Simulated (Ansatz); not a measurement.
C10H6O2, SMILES `O=C1C=CC(=O)c2ccccc21`, relaxed with RKS PBE0-D4/def2-TZVP in Ansatz from a PBE-D4/def2-SVP geometry. The force threshold is 0.005 eV/Å; the program also tests the step.

Total charge 0; spin multiplicity 1.

Start:

```xyz
18

O     2.605   -0.397    1.409
C     1.494    0.095    1.212
C     0.949    1.135    2.123
C    -0.273    1.693    1.939
C    -1.158    1.311    0.807
O    -2.261    1.840    0.663
C    -0.645    0.267   -0.132
C    -1.439   -0.136   -1.220
C    -0.969   -1.111   -2.109
C     0.299   -1.691   -1.917
C     1.096   -1.295   -0.835
C     0.631   -0.317    0.061
H     1.608    1.418    2.960
H    -0.679    2.462    2.614
H    -2.425    0.336   -1.343
H    -1.592   -1.424   -2.961
H     0.666   -2.457   -2.617
H     2.092   -1.728   -0.656
```

Problem. How much energy does the relaxation release, and in how many steps? (Best estimate.)

Solution. The calculation gave: 0.13 eV, in 4 steps.

Problem. Which bonds change most? (An estimate is asked.)

Solution. The calculation gave: C3–C4 from 1.356 to 1.334 Å; C7–C12 from 1.416 to 1.397 Å; C5–O6 from 1.231 to 1.213 Å; O1–C2 from 1.231 to 1.213 Å.

Problem. Give the relaxed structure. (Estimate.)

Solution. Computed: 
```xyz
18

O     2.571   -0.384    1.394
C     1.474    0.096    1.198
C     0.936    1.127    2.106
C    -0.265    1.678    1.923
C    -1.142    1.294    0.799
O    -2.229    1.815    0.662
C    -0.636    0.261   -0.135
C    -1.422   -0.135   -1.209
C    -0.957   -1.099   -2.087
C     0.295   -1.673   -1.896
C     1.084   -1.283   -0.828
C     0.623   -0.316    0.056
H     1.583    1.407    2.931
H    -0.664    2.436    2.588
H    -2.394    0.326   -1.337
H    -1.571   -1.408   -2.925
H     0.655   -2.427   -2.585
H     2.063   -1.714   -0.658
```
